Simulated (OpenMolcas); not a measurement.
Cr4+: moving or changing the point charges

Cr4+ among 6 point charges of -1 e arranged as a trigonal prism (D3h), 1.85 Å from the ion, with a polar angle of 50.1° against the regular 49.1°.
```
   1.4189    0.0000    1.1871  -1.00
  -0.7094    1.2288    1.1871  -1.00
  -0.7094   -1.2288    1.1871  -1.00
   1.4189    0.0000   -1.1871  -1.00
  -0.7094    1.2288   -1.1871  -1.00
  -0.7094   -1.2288   -1.1871  -1.00
```

- Program: OpenMolcas 26.06
- Method: SS-CASPT2, IPEA 0.25 Eh, imaginary shift 0.1 Eh (closed shells correlated: 3s 3p)
- Basis: ANO-RCC-VDZP [5s4p2d1f]
- Scalar Hamiltonian: DKH2, point nucleus
- Active space: 2 electrons in 5 orbitals (3d)
- State averaging: 2S+1 = 3 even, 10 roots; 2S+1 = 1 even, 15 roots
- Spin-orbit coupling: state interaction with AMFI integrals over the reference wave functions

Runs around this geometry, states (labels of D3, the rotations of D3h). Energies in cm-1 above the lowest state or level, χT in cm3 K/mol.

| R (Å) | q (e) | Polar angle / regular | Ground state | First state of that spin | First gap with spin-orbit (degeneracies) | χT at 300 K | First state of another spin |
| --- | --- | --- | --- | --- | --- | --- | --- |
| 1.85 | -0.65 | 1.02 | 3A2 | 3A1 0 | 220 (2, 2) | 0.592 | 1A1 12710 |
| 1.75 | -1 | 1.02 | 3E | 3A2 810 | 180 (2, 2) | 0.573 | 1A1 12710 |
| 1.85 | -1 | 1.02 | 3E | 3A2 360 | 27 (2, 2) | 0.580 | 1A1 12640 |
| 2 | -1 | 1.02 | 3A2 | 3A1 0 | 240 (2, 2) | 0.590 | 1A1 12660 |
| 1.85 | -1 | 1.1 | 3E | 3E 600 | 180 (2, 2) | 0.559 | 1A1 13010 |

The ground state changes within this set.

Roots that are degenerate in the reference are averaged as groups; the widest CASPT2 spread within a group is 89 cm-1 (the 2-fold group of multiplicity 3 near 0 cm-1 above the lowest state of its run, R = 1.75, q = -1, ratio = 1.02). Shifts and gaps below about the spread of the groups concerned are not significant. The ground term spreads over less than 5000 cm-1, several times less than with real ligands, so orbital moments are less quenched and χT lies further from the spin-only value than at real sites. Free-ion shares, where given, are those of the reference states; single-state CASPT2 does not remix them. Spin-orbit coupling mixes the spin-free states strongly: the lowest level takes only 40 % from its leading state, 3A2 (figures for R = 1.85, q = -0.65, ratio = 1.02; the like holds for R = 2, q = -1, ratio = 1.02). An orbital doublet at a regular site is open to a Jahn-Teller distortion, which this geometry leaves out (holds for R = 1.75, q = -1, ratio = 1.02; R = 1.85, q = -1, ratio = 1.02; R = 1.85, q = -1, ratio = 1.1). Point charges carry no covalency, so the field is a model and not that of real ligands. An unlabelled pair can be two single states that coincide in this model. No measured value stands beside these numbers.
